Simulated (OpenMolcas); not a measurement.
**Ir+: terms and fine structure**

```yaml
Program: OpenMolcas 26.06
Method: "MS-CASPT2, IPEA 0.25 Eh, imaginary shift 0.1 Eh (closed shells correlated: 5s 5p)"
Basis: ANO-RCC-VTZP [8s7p5d3f1g]
Scalar_Hamiltonian: DKH2, point nucleus
Active_space: 8 electrons in 6 orbitals (5d 6s)
State_averaging: 2S+1 = 5 even, 15 roots; 2S+1 = 3 even, 75 roots kept (CI in the orbitals of an earlier block); 2S+1 = 1 even, 49 roots kept (CI in the orbitals of an earlier block)
Spin-orbit_coupling: state interaction with AMFI integrals over the reference wave functions, term energies averaged over their components
```

With spin-orbit coupling, above the lowest level:

| Configuration | Term | J | E (cm⁻¹) | Measured (cm⁻¹) | g | Term weight % | Second |
| --- | --- | --- | --- | --- | --- | --- | --- |
| 5d⁷ 6s | ⁵F | 5 | 0.0 | 0.0 | 1.379 | 90 | 10 ³G |
| 5d⁸ | ³F | 4 | 4110 | 2263 | 1.241 | 69 | 14 5d⁷ 6s ⁵F |
| 5d⁷ 6s | ³P(1) | 2 | 4360 |  | 1.394 | 63 | 19 ¹D(1) |
| 5d⁷ 6s | ⁵F | 4 | 5050 | 4788 | 1.304 | 65 | 22 5d⁸ ³F |
| 5d⁷ 6s | ⁵F | 3 | 8910 | 8187 | 1.250 | 87 | 7 ³D |
| 5d⁷ 6s | ³P(1) | 1 | 9680 |  | 0.974 | 38 | 28 ⁵F |
| 5d⁷ 6s | ⁵F | 2 | 9830 |  | 1.009 | 38 | 24 ¹D(1) |
| 5d⁷ 6s | ⁵F | 2 | 12080 |  | 1.134 | 43 | 15 ⁵P |
| 5d⁷ 6s | ³F(1) | 4 | 12260 |  | 1.225 | 60 | 17 ⁵F |
| 5d⁸ | ³F | 3 | 12350 | 9928 | 1.088 | 93 |  |
| 5d⁷ 6s | ⁵F | 1 | 13070 |  | 0.851 | 49 | 29 ³P(1) |
| 5d⁷ 6s | ⁵P | 3 | 14290 | 12715 | 1.602 | 86 | 6 ³D |
| 5d⁷ 6s | ³P(1) | 0 | 15480 |  |  | 88 | 10 ³P(2) |
| 5d⁶ 6s² | ⁵D | 4 | 17370 |  | 1.307 | 59 | 27 5d⁷ 6s ¹G |
| 5d⁷ 6s | ⁵P | 2 | 17550 |  | 1.451 | 50 | 19 5d⁸ ³F |
| 5d⁷ 6s | ³F(1) | 3 | 17990 |  | 1.169 | 65 | 13 ³D |
| 5d⁷ 6s | ³G | 5 | 18400 | 17478 | 1.181 | 68 | 18 ³H |
| 5d⁸ | ³F | 2 | 18880 |  | 0.994 | 34 | 19 5d⁷ 6s ³P(2) |
| 5d⁶ 6s² | ⁵D | 4 | 19550 |  | 1.220 | 34 | 28 5d⁷ 6s ¹G |
| 5d⁷ 6s | ³P(2) | 1 | 20450 |  | 1.649 | 29 | 21 ⁵P |
| 5d⁷ 6s | ³G | 4 | 21300 |  | 1.022 | 55 | 17 ³H |
| 5d⁷ 6s | ⁵P | 1 | 21370 |  | 1.803 | 50 | 21 ³P(2) |
| 5d⁷ 6s | ³F(1) | 2 | 21920 |  | 1.004 | 41 | 17 5d⁸ ³P |
| 5d⁶ 6s² | ⁵D | 3 | 22390 |  | 1.469 | 93 | 4 5d⁷ 6s ³F(1) |
| 5d⁷ 6s | ³H | 6 | 23640 |  | 1.167 | 100 |  |
| 5d⁷ 6s | ³G | 3 | 24290 |  | 0.844 | 77 | 7 ³D |
| 5d⁷ 6s | ³P(2) | 2 | 24560 |  | 1.397 | 30 | 29 5d⁶ 6s² ⁵D |
| 5d⁷ 6s | ³P(2) | 0 | 24800 |  |  | 48 | 45 5d⁶ 6s² ⁵D |
| 5d⁷ 6s | ³H | 5 | 26100 |  | 1.042 | 67 | 23 ¹H |
| 5d⁶ 6s² | ⁵D | 2 | 26120 |  | 1.460 | 65 | 27 5d⁷ 6s ³P(2) |
| 5d⁶ 6s² | ⁵D | 1 | 27300 |  | 1.225 | 51 | 13 5d⁷ 6s ³D |
| 5d⁷ 6s | ³D | 3 | 27440 |  | 1.264 | 66 | 20 ³F(1) |
| 5d⁷ 6s | ³H | 4 | 27650 |  | 0.971 | 36 | 26 5d⁸ ¹G |
| 5d⁸ | ³P | 2 | 29320 |  | 1.148 | 30 | 26 5d⁷ 6s ³D |
| 5d⁶ 6s² | ⁵D | 1 | 29670 |  | 1.197 | 35 | 28 5d⁷ 6s ³P(2) |
| 5d⁷ 6s | ¹D(2) | 2 | 31040 |  | 1.183 | 27 | 25 ³D |
| 5d⁶ 6s² | ⁵D | 0 | 31330 |  |  | 51 | 25 5d⁷ 6s ³P(2) |
| 5d⁷ 6s | ¹H | 5 | 33510 |  | 1.062 | 49 | 20 5d⁶ 6s² ³G |
| 5d⁷ 6s | ³F(2) | 4 | 33790 |  | 1.046 | 35 | 30 ³H |
| 5d⁷ 6s | ³F(2) | 3 | 34140 |  | 1.077 | 87 | 9 ¹F |

Against the 6 measured excited levels shown (NIST Handbook of Basic Atomic Spectroscopic Data) the mean absolute deviation is 1300 cm-1; the largest miss in energy is 5d⁸ ³F₃: computed 12350, measured 9928 cm⁻¹ (+24.4 %), and the largest in proportion 5d⁸ ³F₄ [69 %] (+81.8 %).

Spin-orbit coupling puts the lowest level 7891 cm⁻¹ below the lowest spin-free term.

CASPT2 does not keep the components of a term degenerate, so their means are used; among the terms shown or strongly mixed into the levels shown the widest spread is 1100 cm-1 (5d⁷ 6s ¹G). Blocks of more than 70 roots (2S+1 = 3 even) ran without multistate coupling. Some levels mix across a computed gap that differs much from the measured one, so their mixing is not that of the real levels. Terms from blocks run as CI alone lack orbitals of their own. Configurations are named by rounded mean occupations; where the s occupation lies near a half they are strongly mixed, a name can repeat and a true partner stay unpaired. A single d shell beside an s shell can misplace configurations of different d count against each other. The CASPT2 spread within a term exceeds the gap to the next term for 5d⁷ 6s ⁵P and 5d⁷ 6s ¹G, 5d⁷ 6s ¹G and 5d⁷ 6s ³F(1), 5d⁷ 6s ¹P and 5d⁷ 6s ¹H and others, so the order of their levels is uncertain. Computed and measured levels are paired by configuration, term and J; levels that our copy of the source lacks, or whose pairing is in doubt (as where it misses far off the trend of its configuration), stay unpaired and out of the deviations. Levels of configurations outside the active space are missing. The first state left out of the spin-orbit step lies near 45000 cm-1 above the lowest spin-free state of the reference (among the parities and spins computed), and the list stops at four fifths of that energy or lower. The table shows the lowest 40 of 43 levels.

The CASPT2 steps took 32 s on 1 thread of Intel(R) Xeon(R) 6975P-C (Granite Rapids), on a shared host; the integral step is not counted.

The term weight is that of the spin-free term in the level, not the purity of its configuration. A share in square brackets marks a mixed level and gives the weight of the term that names it. A number in round brackets counts repeated terms of one configuration in the order of the reference energies.
